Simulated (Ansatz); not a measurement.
Molecule: C$_{3}$H$_{8}$GeI, charge 0, multiplicity 2. It need not be the lowest isomer of its formula. 
Geometry from a B3LYP-D3(BJ)/def2-TZVP (Ansatz, a program for electronic structure) optimisation:
SMILES: [CH2][Ge]([CH3])([CH3])[I]
```xyz
13

C     -0.0155     1.8304     1.6532
Ge    -0.2681     0.0208     1.0703
C     -2.1430    -0.5347     1.1574
C      0.9622    -1.2229     1.9485
I      0.3680     0.0078    -1.4375
H      0.9518     2.1935     1.9788
H     -0.7893     2.5793     1.5352
H     -2.4664    -0.5722     2.1987
H     -2.7658     0.1744     0.6144
H     -2.2583    -1.5205     0.7098
H      1.9879    -0.8792     1.8255
H      0.8663    -2.2130     1.5059
H      0.7282    -1.2802     3.0126
```
Charge 0, spin multiplicity 2.

Dipole moments at this geometry, in debye (magnitudes).

```csv
level,program,dipole (D)
PBE/def2-TZVPD,Ansatz,2.68
revPBE/def2-TZVPD,Ansatz,2.70
r2SCAN/def2-TZVPD,Ansatz,2.85
B97M-V/def2-TZVPD,Ansatz,2.72
B3LYP/def2-TZVPD,Ansatz,2.81
PBE0/def2-TZVPD,Ansatz,2.87
BHLYP/def2-TZVPD,Ansatz,2.99
r2SCANh/def2-TZVPD,Ansatz,2.89
r2SCAN0/def2-TZVPD,Ansatz,2.95
HSE06/def2-TZVPD,Ansatz,2.87
LC-wPBE/def2-TZVPD,Ansatz,3.00
wB97M-V/def2-TZVPD,Ansatz,2.93
CCSD(T)/def2-SVPD,Ansatz,2.74
```
